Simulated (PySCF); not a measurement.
# Partial charges of ScCl3

Species: ScCl3 (singlet state).
Z-matrix (Å and degrees, PBE0-D3(BJ)/def2-SVP geometry), rows numbered from 1:
```
Sc
Cl  1  2.2596
Cl  1  2.2641  2  118.60
Cl  1  2.2655  2  119.31  3   179.84
```

Density: PBE0/pcSseg-1 (pcSseg-2 on Sc) (PySCF); schemes: Mulliken, IAO, Hirshfeld and ESP-fitted. Geometry: PBE0-D3(BJ)/def2-SVP; no solvent, vibrations or thermal averaging.

Q: Tabulate the Mulliken, IAO, Hirshfeld and ESP-fitted charges.

A: In e:

```csv
atom,environment,Mulliken,IAO,Hirshfeld,ESP-fitted
Sc1,scandium bonded to 3 Cl,+1.116,+1.256,+0.685,+1.044
Cl2,chlorine bonded to Sc,-0.369,-0.414,-0.226,-0.346
Cl3,chlorine bonded to Sc,-0.373,-0.420,-0.229,-0.348
Cl4,chlorine bonded to Sc,-0.374,-0.422,-0.230,-0.350
```

Mean size of the charges over all atoms: IAO 0.628 e, Mulliken 0.558 e, ESP-fitted 0.522 e, Hirshfeld 0.342 e. Each set sums to the total charge, 0, to within 0.001 e. The Mulliken scheme counts on each atom the diagonal of the density matrix times the overlap matrix over that atom's basis functions.

Lowest charge. All schemes agree: Mulliken Cl4 (-0.374); IAO Cl4 (-0.422); Hirshfeld Cl4 (-0.230); ESP-fitted Cl4 (-0.350).

Highest charge. All schemes agree: Mulliken Sc1 (+1.116); IAO Sc1 (+1.256); Hirshfeld Sc1 (+0.685); ESP-fitted Sc1 (+1.044).

Q: Sum the charges by element, for elements with more than one atom.

A: 
| element | atoms | Mulliken | IAO | Hirshfeld | ESP-fitted |
| --- | --- | --- | --- | --- | --- |
| Cl | 3 | -1.116 | -1.256 | -0.685 | -1.044 |

Q: How many electrons does the Hirshfeld scheme count on Cl2?

A: Z − q = 17 − (-0.226) = 17.226.
